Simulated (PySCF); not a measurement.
Point-charge models of `CO[C@@H](C=O)CF` against its computed dipole.

Coordinates (GFN2-xTB, Å) and charges (e) from the PBE0/pcSseg-1 density (PySCF):

| atom | x | y | z | Mulliken | IAO | Hirshfeld | ESP-fitted |
| --- | --- | --- | --- | --- | --- | --- | --- |
| C1 | 1.894 | -0.444 | 0.169 | -0.0223 | -0.2052 | -0.0396 | -0.1561 |
| O2 | 0.847 | -0.177 | -0.741 | -0.5190 | -0.3956 | -0.1424 | -0.3881 |
| C3 | -0.289 | 0.414 | -0.163 | -0.0719 | +0.0164 | +0.0288 | +0.1730 |
| C4 | -1.137 | 0.968 | -1.293 | +0.2753 | +0.2676 | +0.1413 | +0.3646 |
| O5 | -2.300 | 1.234 | -1.208 | -0.3433 | -0.3748 | -0.2059 | -0.4261 |
| C6 | -1.121 | -0.534 | 0.712 | +0.2017 | +0.0203 | +0.0170 | +0.0566 |
| F7 | -0.649 | -0.562 | 2.001 | -0.3390 | -0.3277 | -0.1167 | -0.2513 |
| H8 | 2.225 | 0.475 | 0.666 | +0.0964 | +0.1271 | +0.0408 | +0.0904 |
| H9 | 1.600 | -1.172 | 0.930 | +0.1110 | +0.1371 | +0.0378 | +0.1107 |
| H10 | 2.709 | -0.850 | -0.425 | +0.1244 | +0.1615 | +0.0532 | +0.1337 |
| H11 | 0.005 | 1.276 | 0.467 | +0.1423 | +0.1478 | +0.0483 | +0.0845 |
| H12 | -0.556 | 1.109 | -2.219 | +0.0974 | +0.1168 | +0.0456 | +0.0268 |
| H13 | -2.156 | -0.181 | 0.757 | +0.1317 | +0.1600 | +0.0442 | +0.0816 |
| H14 | -1.075 | -1.556 | 0.325 | +0.1153 | +0.1487 | +0.0473 | +0.0997 |

Compute μ = Σ q r for each scheme (1 e·Å = 4.803 D) and compare with the dipole of the full density.

The full density gives (2.07, -0.39, -0.03) D, 2.10 D in size; dipole vectors point from the negative to the positive end.

| scheme | μx | μy | μz | size (D) | share of the full size (%) | angle to the full dipole (°) |
| --- | --- | --- | --- | --- | --- | --- |
| Mulliken | 1.33 | -0.51 | 0.09 | 1.43 | 68 | 11 |
| IAO | 1.87 | -0.20 | -0.75 | 2.03 | 96 | 21 |
| Hirshfeld | 1.39 | -0.22 | -0.25 | 1.43 | 68 | 9 |
| ESP-fitted | 2.08 | -0.41 | -0.03 | 2.12 | 101 | 0 |

Which set comes closest?

Length of the difference vector: ESP-fitted 0.02 D, Hirshfeld 0.73 D, Mulliken 0.75 D, IAO 0.77 D. Closest: ESP-fitted. 

What is left for the Hirshfeld atoms' own dipoles?

The Hirshfeld atoms' densities add up to the full density, so μ = Σ q r + Σ (atomic dipoles). The atomic dipoles sum to (2.07, -0.39, -0.03) − (1.39, -0.22, -0.25) = (0.68, -0.17, 0.22) D, 0.73 D in size.

With the origin at the mean of the coordinates, (0.000, 0.000, -0.002) Å, which are the largest single terms, by size, of the ESP-fitted dipole along the direction of the full one?

O5 +5.06, C4 -2.24, H10 +1.82, O2 -1.63, C1 -1.46 D; all 14 atoms together +2.12 D. The single terms depend on the origin, their sum doesn't.

Give the size of the full dipole in other units.

2.10 D = 0.827 au = 0.438 e·Å = 7.01 × 10⁻³⁰ C·m.

One conformer (not necessarily the lowest) at the GFN2-xTB geometry, without solvent, vibrations or thermal averaging.

These values come from a run that also computed NMR shieldings. Hardware: one thread of an Arm Neoverse V1, on a shared host. Cost: 24 s wall (with the writing of density and orbital grids), 0.72 GiB resident at most.

Conformer computed: `[CH3:1][O:2][C@@H:3]([CH:4]=[O:5])[CH2:6][F:7]`: C1–O2–C3–C4 165°, O2–C3–C4–O5 161°, O2–C3–C6–F7 87°.
